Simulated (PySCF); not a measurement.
C9H13P.
Atom-mapped SMILES: `[CH3:1][C:2]([CH3:3])([CH3:4])[c:5]1[cH:6][cH:7][cH:8][cH:9][p:10]1`

Geometry (GFN2-xTB, Å), atoms numbered from 1 in this order:
```xyz
23
C9H13P angstrom
C     -1.743    1.488    0.389
C     -1.133    0.095    0.234
C     -1.844   -0.619   -0.923
C     -1.351   -0.675    1.543
C      0.357    0.174   -0.069
C      1.077   -1.002   -0.202
C      2.431   -1.086   -0.479
C      3.231    0.030   -0.662
C      2.737    1.313   -0.584
P      1.094    1.749   -0.249
H     -1.259    2.032    1.198
H     -1.632    2.063   -0.529
H     -2.805    1.407    0.616
H     -1.465   -1.628   -1.061
H     -1.695   -0.069   -1.850
H     -2.912   -0.679   -0.725
H     -2.410   -0.698    1.791
H     -0.998   -1.700    1.469
H     -0.817   -0.189    2.357
H      0.549   -1.940   -0.082
H      2.881   -2.066   -0.557
H      4.283   -0.114   -0.876
H      3.419    2.142   -0.740
```

Probes without a nucleus sit at each ring's centroid and 1 Å off its mean plane on both sides; NICS is minus the shielding there, NICSzz its component along the normal. Level: GIAO PBE0/pcSseg-1 (PySCF, non-relativistic, gas phase) on the GFN2-xTB geometry, one conformer.

Ring bond lengths (Å), with Mayer bond orders in brackets: C5–C6 1.385 (1.38), C6–C7 1.385 (1.48), C7–C8 1.385 (1.42), C8–C9 1.377 (1.47), C9–P10 1.732 (1.30), P10–C5 1.749 (1.31).

Give the NICS values of each ring in ppm.

```tsv
ring	type	NICS(0)	NICS(1), two faces	NICS(1)zz, two faces	rms pucker (Å)	centre to ring atoms, mean (Å)
C5–C6–C7–C8–C9–P10	6-membered ring with P; formal bonds all aromatic	-7.5	-10.7 / -10.7	-26.3 / -26.3	0.00	1.49
```

What do they say, and how far can they be read as aromaticity?

- C5–C6–C7–C8–C9–P10: mean NICS(1)zz -26.3 ppm, shielded.

And the bond-length index? HOMA takes Krygowski's 1993 parameters.

- C5–C6–C7–C8–C9–P10: HOMA 0.92; the largest term is that of P10–C5, α(R − Ropt)² = 0.30.

Give the inner angles of the rings and the Hirshfeld charges of the ring atoms.

- C5–C6–C7–C8–C9–P10: C5 122.4° (-0.039 e), C6 125.3° (-0.043 e), C7 122.9° (-0.043 e), C8 122.4° (-0.046 e), C9 125.8° (-0.109 e), P10 101.1° (+0.095 e); sum 720.0° against 720° for a flat convex ring.
